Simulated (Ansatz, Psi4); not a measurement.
Heat of formation of BH3O3 (boric acid) from total energies

BH3O3: 7 atoms, total charge 0, spin state singlet. SMILES: `OB(O)O`. The shape is that of a PBE0-D4/def2-TZVP optimisation.

Total energies at wB97X-V/def2-SVPD (Psi4 1.11); the atoms run unrestricted:

| species | state | energy (Eh) |
| --- | --- | --- |
| BH3O3 | singlet | -252.247197 |
| O | triplet | -74.982327 |
| B | doublet | -24.625372 |
| H | doublet | -0.499622 |

Harmonic wavenumbers at PBE0-D4/def2-TZVP, in cm⁻¹: 428, 428, 442, 535, 535, 679, 886, 1019, 1019, 1019, 1480, 1480, 3903, 3903, 3904.

Measured heats of formation of the gaseous atoms at 298.15 K, in kJ/mol: O 249.2, B 570.3, H 218.0. Spin-orbit lowering of the atoms at 298 K (mean of the ground term's levels less their thermal mean, from spectra), in kJ/mol: O 0.40, B 0.00. Take 1 Eh = 2625.50 kJ/mol, 1 cm⁻¹ = 0.0119627 kJ/mol, RT = 2.479 kJ/mol.

Question: Work out the heat of formation of the gas at 298 K.

Answer: 
1. Electronic atomisation energy: 3 × (-74.982327) + (-24.625372) + 3 × (-0.499622) − (-252.247197) = 1.175978 Eh = 3087.5 kJ/mol.
2. Zero-point energy: half the sum of the wavenumbers, 10830 cm⁻¹ = 129.6 kJ/mol.
3. Thermal vibrational enthalpy, Σ hcν̃/(exp(hcν̃/kT) − 1): 4.0 kJ/mol. Translation, rotation and pV of a non-linear molecule: 4 RT = 9.9 kJ/mol.
4. The 7 free atoms carry 5/2 RT each: 43.4 kJ/mol.
5. Spin-orbit coupling lowers the free atoms by 3 × 0.40 + 0.00 = 1.2 kJ/mol.
6. Atomisation enthalpy at 298 K: 3087.5 − 1.2 − 129.6 − 4.0 − 9.9 + 43.4 = 2986.2 kJ/mol.
7. Sum of the atoms' heats of formation: 1971.9 kJ/mol. Heat of formation: 1971.9 − 2986.2 = -1014.3 kJ/mol.

The tabulated value is -992.3 kJ/mol (NIST-JANAF tables; in doubt: it rests on an older heat of the boron atom), so this level is off by -22.0 kJ/mol, or 0.7 % of the atomisation enthalpy that the table implies (2964.3 kJ/mol). Anharmonicity and any spin-orbit splitting of the molecule are left out.
